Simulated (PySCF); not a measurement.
The PySCF input:
```python
from pyscf import gto, scf, ci

mol = gto.Mole()
mol.atom = '''
    F     1.825605    0.131097    0.298708
    C     0.506652    0.097698    0.077224
    C    -0.412382    1.021317   -0.164747
    C    -1.510191   -0.012709   -0.255961
    C    -0.416135   -1.077999    0.028924
    H    -0.414154    2.088675   -0.263842
    H    -1.980819   -0.097680   -1.233225
    H    -2.277847    0.063786    0.511247
    H    -0.234125   -1.782983   -0.779851
    H    -0.531160   -1.621513    0.964663
'''
mol.basis = 'cc-pvdz'
mol.charge = 0
mol.spin = 0
mol.verbose = 4
mol.max_memory = 1800
mol.build()

mf = scf.RHF(mol)
mf.kernel()

myci = ci.CISD(mf, frozen=5)
myci.kernel()
print('E(CISD) = %.10f' % myci.e_tot)
```

**Question.** What is the computed SCF-reference HOMO-LUMO gap (CISD/cc-pVDZ (PySCF))?

**Answer.** 14.80 eV

**Question.** What is the computed total energy (CISD/cc-pVDZ)?

**Answer.** -254.410780 Ha

**Question.** What is the computed SCF-reference dipole moment (CISD/cc-pVDZ)?

**Answer.** 1.70 D
